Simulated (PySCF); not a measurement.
C5H6O2, SMILES C=C=CCC(=O)O.

Geometry: TPSSh-D3(BJ)/def2-SVP. Other conformers were not sampled.

Two levels are set side by side: TDA-PBE/def2-SVPD (PySCF) and TDA-B3LYP/def2-SVPD (PySCF). Vertical, same geometry. The lowest singlet is HOMO→LUMO 98 % with PBE and HOMO→LUMO 53 %, HOMO→LUMO+1 31 % with the other functional; states are paired by order. Differences are taken from unrounded values.

```json
[
 {"quantity": "lowest singlet excitation (eV)", "TDA-B3LYP": "5.60", "TDA-PBE": "5.08", "TDA-PBE minus TDA-B3LYP": "-0.52"},
 {"quantity": "lowest triplet excitation (TDA) (eV)", "TDA-B3LYP": "4.52", "TDA-PBE": "4.53", "TDA-PBE minus TDA-B3LYP": "0.01"}
]
```

A lower first singlet is the usual sign of a functional without exact exchange. Differences between two approximate levels are no errors against the true value.

Rough cost on one machine, each run with all the roots and properties that it gave: TDA-B3LYP against TDA-PBE about 2 times.
